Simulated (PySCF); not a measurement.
Si(AsH2)(F)(OH)2 (AsFH₄O₂Si), SMILES O[Si](O)(F)[AsH2]. Atoms are numbered in the order given.

```xyz
9

O     -0.8581    -1.1219     1.5829
Si    -0.8089    -0.2650     0.1790
O     -1.9133     0.9617     0.3117
F     -1.2704    -1.1970    -1.0761
As     1.3728     0.4749    -0.3180
H     -1.7308    -1.2453     1.9795
H     -2.1894     1.4078    -0.4978
H      1.6091     0.8625     1.1414
H      1.9363    -0.9299    -0.1056
```

The structure is a stationary point at B3LYP-D3(BJ)/def2-SVP. The structure was generated by enumeration, and PubChem lists no compound with its InChIKey, so it may never have been made. The values are those of a single conformer.

Calculation: PBE/pcSseg-1 (PySCF).

GIAO shieldings, no solvent; atoms listed in one row are averaged. δ = σ(ref) − σ: ¹⁷O against H2O (σ = 334.3 ppm); ²⁹Si against TMS (σ = 335.4 ppm); ¹⁹F against CFCl3 (σ = 133.6 ppm); ⁷⁵As against AsH3 (σ = 1870.9 ppm); ¹H against TMS (σ = 31.49 ppm), references at their B3LYP-D3(BJ)/def2-TZVP geometries, non-relativistic.

Computed chemical shifts:
```json
[
 {"nucleus": "¹⁷O", "atoms": "O3", "count": "1", "δ (ppm)": "87.5"},
 {"nucleus": "¹⁷O", "atoms": "O1", "count": "1", "δ (ppm)": "80.8"},
 {"nucleus": "²⁹Si", "atoms": "Si2", "count": "1", "δ (ppm)": "-16.9"},
 {"nucleus": "¹⁹F", "atoms": "F4", "count": "1", "δ (ppm)": "-123.5"},
 {"nucleus": "⁷⁵As", "atoms": "As5", "count": "1", "δ (ppm)": "-49.7"},
 {"nucleus": "¹H", "atoms": "H6", "count": "1", "δ (ppm)": "2.88"},
 {"nucleus": "¹H", "atoms": "H7", "count": "1", "δ (ppm)": "2.46"},
 {"nucleus": "¹H", "atoms": "H9", "count": "1", "δ (ppm)": "2.41"},
 {"nucleus": "¹H", "atoms": "H8", "count": "1", "δ (ppm)": "2.29"}
]
```
